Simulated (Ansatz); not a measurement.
Total energies of CH$_{4}$InS, SMILES `[CH3][In][SH]` radical.

Cartesian coordinates in Å:
```
C -0.742 0.913 0.038
In 0.160 -0.526 -1.359
S 1.691 -2.146 -0.366
H 0.073 1.465 0.510
H -1.288 0.340 0.790
H -1.412 1.594 -0.482
H 1.518 -1.640 0.869
```

Total charge 0; spin multiplicity 2. Correlated methods include outer-core shells of In, which these sets cover unevenly. In: def2 effective core potential. All single points use the PBE0-D4/def2-TZVP geometry. It is one conformer, not always the lowest. Basis def2-TZVPP, Ansatz.

RPA on PBE orbitals: Hartree–Fock energy of these orbitals -626.93654 Eh, correlation -1.00331 Eh (frozen core).

| functional | energy without D4 (Eh) | D4 term (kJ/mol) |
| --- | --- | --- |
| LDA (SPW92) | -626.79052 | – |
| PBE | -628.64787 | -13.2 |
| revPBE | -628.84577 | -34.0 |
| BLYP | -628.80743 | -28.1 |
| r2SCAN | -628.89547 | -3.0 |
| B97M-V | -628.77387 | – |
| PBE0 | -628.68599 | -11.2 |
| B3LYP | -628.96746 | -21.6 |
| r2SCANh | -628.87810 | -3.3 |
| r2SCAN0 | -628.85311 | -3.7 |
| HSE06 (plane-wave form) | -628.67479 | -10.7 |
| BHLYP | -628.76672 | -19.9 |
| CAM-B3LYP | -628.83678 | -11.7 |
| LC-ωPBE | -628.76078 | – |
| ωB97X-V | -628.77627 | – |
| ωB97M-V | -628.76927 | – |
| B2PLYP | -628.49363 | – |
| PBE-QIDH | -628.38717 | – |

B3LYP takes the VWN-RPA correlation (the form of Gaussian; ORCA's B3LYP/G). HSE06 is the plane-wave form, built on full-range PBE exchange. The double hybrids freeze the cores in their second-order part.

LC-ωPBE has ω = 0.4 bohr⁻¹.
